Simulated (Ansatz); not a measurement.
Molecular dynamics of CH6Sn

The input (input.yaml):

```yaml
crystal:
  periodic: [false, false, false]
  atoms:
    - { symbol: Sn, position_ang: [-0.109872, -0.439843, -0.061333] }
    - { symbol: C, position_ang: [-1.589317, -0.13685, 1.47363] }
    - { symbol: H, position_ang: [-1.337769, -0.181785, 2.553487] }
    - { symbol: H, position_ang: [-1.775398, 1.005961, 1.518665] }
    - { symbol: H, position_ang: [-2.828513, -0.347074, 1.451032] }
    - { symbol: H, position_ang: [1.007845, 0.45142, 0.746816] }
    - { symbol: H, position_ang: [-0.370136, 0.395488, -1.565325] }
    - { symbol: H, position_ang: [0.607489, -1.900136, -0.322484] }
basis:
  gaussian: { orbitals: def2-SVP }
hamiltonian:
  xc: pbe0
md:
  timestep: 1.0
  n_steps: 250
  ensemble: nvt_langevin
  temperature: 2000.0
  initial_velocities: maxwell_boltzmann
  seed: 480177
  friction: 0.02
```

Run as:

```bash
$ ansatz run input.yaml --threads 1 --pin off --max-ram 2048MiB --backend cpu --events-out ev --progress --plain --runs-dir out
```

It goes on from the last frame of an earlier run, with new velocities.

Output, in part (one step line in 3, the closing report, with atoms numbered from 0):

```
md step     0: t =     0.00 fs  T =  1750.0 K  F+E_penalty+E_count = -6962.19667569 eV  E_kin = 1.809640 eV  (22 SCF iters)
md step     3: t =     3.00 fs  T =  1699.8 K  F+E_penalty+E_count = -6961.65173872 eV  E_kin = 1.757725 eV  (25 SCF iters)
md step     6: t =     6.00 fs  T =  1894.3 K  F+E_penalty+E_count = -6962.23947547 eV  E_kin = 1.958845 eV  (26 SCF iters)
md step     9: t =     9.00 fs  T =  1558.3 K  F+E_penalty+E_count = -6961.37162104 eV  E_kin = 1.611374 eV  (27 SCF iters)
md step    12: t =    12.00 fs  T =  1402.0 K  F+E_penalty+E_count = -6961.05246012 eV  E_kin = 1.449736 eV  (27 SCF iters)
md step    15: t =    15.00 fs  T =  1571.3 K  F+E_penalty+E_count = -6961.37880003 eV  E_kin = 1.624892 eV  (23 SCF iters)
md step    18: t =    18.00 fs  T =  2073.8 K  F+E_penalty+E_count = -6962.05851761 eV  E_kin = 2.144470 eV  (26 SCF iters)
md step    21: t =    21.00 fs  T =  2201.5 K  F+E_penalty+E_count = -6962.54626424 eV  E_kin = 2.276557 eV  (26 SCF iters)
md step    24: t =    24.00 fs  T =  2011.8 K  F+E_penalty+E_count = -6961.98936942 eV  E_kin = 2.080343 eV  (25 SCF iters)
md step    27: t =    27.00 fs  T =  2436.5 K  F+E_penalty+E_count = -6962.62676712 eV  E_kin = 2.519566 eV  (26 SCF iters)
md step    30: t =    30.00 fs  T =  1664.3 K  F+E_penalty+E_count = -6962.16042751 eV  E_kin = 1.721015 eV  (26 SCF iters)
md step    33: t =    33.00 fs  T =  1549.3 K  F+E_penalty+E_count = -6962.03576888 eV  E_kin = 1.602145 eV  (26 SCF iters)
md step    36: t =    36.00 fs  T =   955.7 K  F+E_penalty+E_count = -6961.42791942 eV  E_kin = 0.988284 eV  (27 SCF iters)
md step    39: t =    39.00 fs  T =  1089.3 K  F+E_penalty+E_count = -6961.79109555 eV  E_kin = 1.126446 eV  (26 SCF iters)
md step    42: t =    42.00 fs  T =  1277.0 K  F+E_penalty+E_count = -6962.13157408 eV  E_kin = 1.320528 eV  (26 SCF iters)
md step    45: t =    45.00 fs  T =  1901.5 K  F+E_penalty+E_count = -6962.65406548 eV  E_kin = 1.966334 eV  (24 SCF iters)
md step    48: t =    48.00 fs  T =  1505.7 K  F+E_penalty+E_count = -6962.29507838 eV  E_kin = 1.556986 eV  (23 SCF iters)
md step    51: t =    51.00 fs  T =  1506.0 K  F+E_penalty+E_count = -6962.28548939 eV  E_kin = 1.557306 eV  (26 SCF iters)
md step    54: t =    54.00 fs  T =  1015.4 K  F+E_penalty+E_count = -6961.63611807 eV  E_kin = 1.050041 eV  (23 SCF iters)
md step    57: t =    57.00 fs  T =  1229.3 K  F+E_penalty+E_count = -6961.93377664 eV  E_kin = 1.271193 eV  (23 SCF iters)
md step    60: t =    60.00 fs  T =  1151.0 K  F+E_penalty+E_count = -6961.99875196 eV  E_kin = 1.190190 eV  (23 SCF iters)
md step    63: t =    63.00 fs  T =  1527.3 K  F+E_penalty+E_count = -6962.31434897 eV  E_kin = 1.579341 eV  (26 SCF iters)
md step    66: t =    66.00 fs  T =  1746.5 K  F+E_penalty+E_count = -6962.54378720 eV  E_kin = 1.805973 eV  (25 SCF iters)
md step    69: t =    69.00 fs  T =  1525.8 K  F+E_penalty+E_count = -6962.46449781 eV  E_kin = 1.577788 eV  (23 SCF iters)
md step    72: t =    72.00 fs  T =  1794.3 K  F+E_penalty+E_count = -6962.25718123 eV  E_kin = 1.855456 eV  (23 SCF iters)
md step    75: t =    75.00 fs  T =  1860.8 K  F+E_penalty+E_count = -6961.88525529 eV  E_kin = 1.924258 eV  (23 SCF iters)
md step    78: t =    78.00 fs  T =  1621.3 K  F+E_penalty+E_count = -6961.59009041 eV  E_kin = 1.676565 eV  (26 SCF iters)
md step    81: t =    81.00 fs  T =  1055.3 K  F+E_penalty+E_count = -6961.29245018 eV  E_kin = 1.091247 eV  (25 SCF iters)
md step    84: t =    84.00 fs  T =  2052.3 K  F+E_penalty+E_count = -6962.27143896 eV  E_kin = 2.122239 eV  (26 SCF iters)
md step    87: t =    87.00 fs  T =  2687.0 K  F+E_penalty+E_count = -6962.68614450 eV  E_kin = 2.778612 eV  (23 SCF iters)
md step    90: t =    90.00 fs  T =  2439.1 K  F+E_penalty+E_count = -6962.77092081 eV  E_kin = 2.522199 eV  (25 SCF iters)
md step    93: t =    93.00 fs  T =  1600.2 K  F+E_penalty+E_count = -6961.97639683 eV  E_kin = 1.654695 eV  (24 SCF iters)
md step    96: t =    96.00 fs  T =  1518.0 K  F+E_penalty+E_count = -6961.99428108 eV  E_kin = 1.569685 eV  (23 SCF iters)
md step    99: t =    99.00 fs  T =  1550.4 K  F+E_penalty+E_count = -6962.05960072 eV  E_kin = 1.603214 eV  (26 SCF iters)
md step   102: t =   102.00 fs  T =  1502.6 K  F+E_penalty+E_count = -6962.16898170 eV  E_kin = 1.553768 eV  (26 SCF iters)
md step   105: t =   105.00 fs  T =  2202.3 K  F+E_penalty+E_count = -6962.31163992 eV  E_kin = 2.277344 eV  (26 SCF iters)
md step   108: t =   108.00 fs  T =  1954.1 K  F+E_penalty+E_count = -6961.98185079 eV  E_kin = 2.020678 eV  (23 SCF iters)
md step   111: t =   111.00 fs  T =  1933.9 K  F+E_penalty+E_count = -6961.64589834 eV  E_kin = 1.999823 eV  (27 SCF iters)
md step   114: t =   114.00 fs  T =  1912.6 K  F+E_penalty+E_count = -6961.64998022 eV  E_kin = 1.977833 eV  (26 SCF iters)
md step   117: t =   117.00 fs  T =  1560.8 K  F+E_penalty+E_count = -6961.61119973 eV  E_kin = 1.613961 eV  (26 SCF iters)
md step   120: t =   120.00 fs  T =  1927.9 K  F+E_penalty+E_count = -6961.79890081 eV  E_kin = 1.993556 eV  (26 SCF iters)
md step   123: t =   123.00 fs  T =  2168.6 K  F+E_penalty+E_count = -6961.90122219 eV  E_kin = 2.242526 eV  (26 SCF iters)
md step   126: t =   126.00 fs  T =  2297.6 K  F+E_penalty+E_count = -6961.78788115 eV  E_kin = 2.375911 eV  (26 SCF iters)
md step   129: t =   129.00 fs  T =  1755.6 K  F+E_penalty+E_count = -6962.00271675 eV  E_kin = 1.815447 eV  (26 SCF iters)
md step   132: t =   132.00 fs  T =  2252.5 K  F+E_penalty+E_count = -6962.33543917 eV  E_kin = 2.329251 eV  (24 SCF iters)
md step   135: t =   135.00 fs  T =  2329.2 K  F+E_penalty+E_count = -6962.24166720 eV  E_kin = 2.408537 eV  (23 SCF iters)
md step   138: t =   138.00 fs  T =  2114.3 K  F+E_penalty+E_count = -6962.46553153 eV  E_kin = 2.186345 eV  (26 SCF iters)
md step   141: t =   141.00 fs  T =  2310.6 K  F+E_penalty+E_count = -6962.31876176 eV  E_kin = 2.389355 eV  (26 SCF iters)
md step   144: t =   144.00 fs  T =  2280.5 K  F+E_penalty+E_count = -6962.36480959 eV  E_kin = 2.358241 eV  (26 SCF iters)
md step   147: t =   147.00 fs  T =  1908.0 K  F+E_penalty+E_count = -6961.97461749 eV  E_kin = 1.973015 eV  (25 SCF iters)
md step   150: t =   150.00 fs  T =  2281.9 K  F+E_penalty+E_count = -6962.10819527 eV  E_kin = 2.359650 eV  (27 SCF iters)
md step   153: t =   153.00 fs  T =  1732.2 K  F+E_penalty+E_count = -6961.67895195 eV  E_kin = 1.791203 eV  (26 SCF iters)
md step   156: t =   156.00 fs  T =  1659.5 K  F+E_penalty+E_count = -6962.10768515 eV  E_kin = 1.716052 eV  (25 SCF iters)
md step   159: t =   159.00 fs  T =  1798.5 K  F+E_penalty+E_count = -6962.24855641 eV  E_kin = 1.859801 eV  (26 SCF iters)
md step   162: t =   162.00 fs  T =  1425.9 K  F+E_penalty+E_count = -6962.15547448 eV  E_kin = 1.474519 eV  (23 SCF iters)
md step   165: t =   165.00 fs  T =  1580.9 K  F+E_penalty+E_count = -6962.20604206 eV  E_kin = 1.634812 eV  (26 SCF iters)
md step   168: t =   168.00 fs  T =  1524.5 K  F+E_penalty+E_count = -6962.44917388 eV  E_kin = 1.576419 eV  (23 SCF iters)
md step   171: t =   171.00 fs  T =  1348.2 K  F+E_penalty+E_count = -6962.29505843 eV  E_kin = 1.394173 eV  (24 SCF iters)
md step   174: t =   174.00 fs  T =  1879.7 K  F+E_penalty+E_count = -6962.86787826 eV  E_kin = 1.943711 eV  (26 SCF iters)
md step   177: t =   177.00 fs  T =  1329.1 K  F+E_penalty+E_count = -6962.24101587 eV  E_kin = 1.374398 eV  (23 SCF iters)
md step   180: t =   180.00 fs  T =  1815.9 K  F+E_penalty+E_count = -6962.69599384 eV  E_kin = 1.877778 eV  (26 SCF iters)
md step   183: t =   183.00 fs  T =   906.6 K  F+E_penalty+E_count = -6961.85343587 eV  E_kin = 0.937457 eV  (24 SCF iters)
md step   186: t =   186.00 fs  T =  1327.5 K  F+E_penalty+E_count = -6962.08297515 eV  E_kin = 1.372712 eV  (26 SCF iters)
md step   189: t =   189.00 fs  T =  1198.3 K  F+E_penalty+E_count = -6961.95038480 eV  E_kin = 1.239162 eV  (27 SCF iters)
md step   192: t =   192.00 fs  T =  1481.6 K  F+E_penalty+E_count = -6962.30198141 eV  E_kin = 1.532134 eV  (26 SCF iters)
md step   195: t =   195.00 fs  T =  1023.7 K  F+E_penalty+E_count = -6962.13807659 eV  E_kin = 1.058545 eV  (23 SCF iters)
md step   198: t =   198.00 fs  T =  1427.7 K  F+E_penalty+E_count = -6962.42982133 eV  E_kin = 1.476319 eV  (26 SCF iters)
md step   201: t =   201.00 fs  T =  1396.5 K  F+E_penalty+E_count = -6962.43501836 eV  E_kin = 1.444083 eV  (25 SCF iters)
md step   204: t =   204.00 fs  T =  1720.2 K  F+E_penalty+E_count = -6962.29367253 eV  E_kin = 1.778814 eV  (23 SCF iters)
md step   207: t =   207.00 fs  T =  1850.4 K  F+E_penalty+E_count = -6962.48331180 eV  E_kin = 1.913440 eV  (26 SCF iters)
md step   210: t =   210.00 fs  T =  1303.4 K  F+E_penalty+E_count = -6962.10586698 eV  E_kin = 1.347845 eV  (23 SCF iters)
md step   213: t =   213.00 fs  T =  1674.4 K  F+E_penalty+E_count = -6961.88076605 eV  E_kin = 1.731500 eV  (26 SCF iters)
md step   216: t =   216.00 fs  T =  1448.8 K  F+E_penalty+E_count = -6961.86997258 eV  E_kin = 1.498202 eV  (25 SCF iters)
md step   219: t =   219.00 fs  T =  1494.2 K  F+E_penalty+E_count = -6961.75872521 eV  E_kin = 1.545128 eV  (26 SCF iters)
md step   222: t =   222.00 fs  T =  2625.5 K  F+E_penalty+E_count = -6962.17536413 eV  E_kin = 2.715004 eV  (26 SCF iters)
md step   225: t =   225.00 fs  T =  2005.3 K  F+E_penalty+E_count = -6961.46394989 eV  E_kin = 2.073598 eV  (25 SCF iters)
md step   228: t =   228.00 fs  T =  1654.7 K  F+E_penalty+E_count = -6961.35894910 eV  E_kin = 1.711043 eV  (25 SCF iters)
md step   231: t =   231.00 fs  T =  1873.3 K  F+E_penalty+E_count = -6961.88136714 eV  E_kin = 1.937147 eV  (26 SCF iters)
md step   234: t =   234.00 fs  T =  1960.8 K  F+E_penalty+E_count = -6961.79966712 eV  E_kin = 2.027598 eV  (26 SCF iters)
md step   237: t =   237.00 fs  T =  1358.6 K  F+E_penalty+E_count = -6961.58030714 eV  E_kin = 1.404952 eV  (24 SCF iters)
md step   240: t =   240.00 fs  T =  2171.4 K  F+E_penalty+E_count = -6962.07546289 eV  E_kin = 2.245437 eV  (23 SCF iters)
md step   243: t =   243.00 fs  T =  2068.7 K  F+E_penalty+E_count = -6962.10935514 eV  E_kin = 2.139154 eV  (23 SCF iters)
md step   246: t =   246.00 fs  T =  2282.5 K  F+E_penalty+E_count = -6962.06098910 eV  E_kin = 2.360261 eV  (26 SCF iters)
md step   249: t =   249.00 fs  T =  1454.8 K  F+E_penalty+E_count = -6961.32242883 eV  E_kin = 1.504330 eV  (23 SCF iters)
md step   250: t =   250.00 fs  T =  1117.6 K  F+E_penalty+E_count = -6961.08956886 eV  E_kin = 1.155710 eV  (24 SCF iters)
Total energy: -6961.08959831 eV, -255.8153243419 hartree
Atom 0 at     0.000593     0.275318     0.461502 Å, force    -0.432926     0.808478     0.558632 eV/Å
Atom 1 at    -2.364981     0.678292     0.583737 Å, force    -0.694425    -3.221483     1.453047 eV/Å
Atom 2 at    -2.728493     0.983270     1.593719 Å, force     0.793648     2.279431    -0.620375 eV/Å
Atom 3 at    -2.891688     1.015167    -0.375961 Å, force     0.700294    -0.180517     1.550603 eV/Å
Atom 4 at    -2.939046    -0.294874     1.062565 Å, force     1.548145     0.626926    -2.531124 eV/Å
Atom 5 at     0.503946    -1.367060     1.288404 Å, force    -0.483031     1.725975    -0.663942 eV/Å
Atom 6 at     0.979295     1.874918     0.771869 Å, force    -0.948077    -1.371765     0.613291 eV/Å
Atom 7 at     0.728735     0.429549    -1.091934 Å, force    -0.483628    -0.667045    -0.360133 eV/Å
Dipole moment:    -0.207508    -0.125039     0.073618 e Å
```

The run went to its last step. The mean temperature of the second half is 14 % below the set value. A run of 0.25 ps of so small a system gives no equilibrium averages.

The same pairs are bonded in the first frame and the last. Pairs count as bonded within 1.25 times the sum of covalent radii (0.12 Å more for H–H).

Last frame:

```xyz
8
Properties=species:S:1:pos:R:3
Sn 0.001 0.275 0.462
C -2.365 0.678 0.584
H -2.728 0.983 1.594
H -2.892 1.015 -0.376
H -2.939 -0.295 1.063
H 0.504 -1.367 1.288
H 0.979 1.875 0.772
H 0.729 0.429 -1.092
```

The run took 9.7 min on 1 thread of Arm Neoverse V2, on a shared host, peak memory 0.13 GiB.
